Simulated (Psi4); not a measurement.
## How methods differ on BSiH2Cl3 (SMILES B[Si](Cl)(Cl)Cl)

BSiH2Cl3 has 7 atoms, charge 0, and is taken as a singlet. SMILES: `B[Si](Cl)(Cl)Cl`. Geometry: optimised at PBE0/def2-TZVP.

Each level gives the dipole moment (D). The values are calculated.

```
                                 level                    kind  program  value (D)  CPU time
   PBE-D4/def2-TZVPP (density fitting)                     GGA     Psi4       1.25      56 s
r2SCAN-D4/def2-TZVPP (density fitting)                meta-GGA     Psi4       1.37   2.7 min
 B3LYP-D4/def2-TZVPP (density fitting)           global hybrid     Psi4       1.42      48 s
  wB97M-V/def2-TZVPP (density fitting)  range-separated hybrid     Psi4       1.46   3.2 min
```

The values span 1.25 to 1.46 D. Magnitudes only. Times are those of the runs behind each value, whatever else they computed, on shared processors of several kinds: orders of magnitude only.
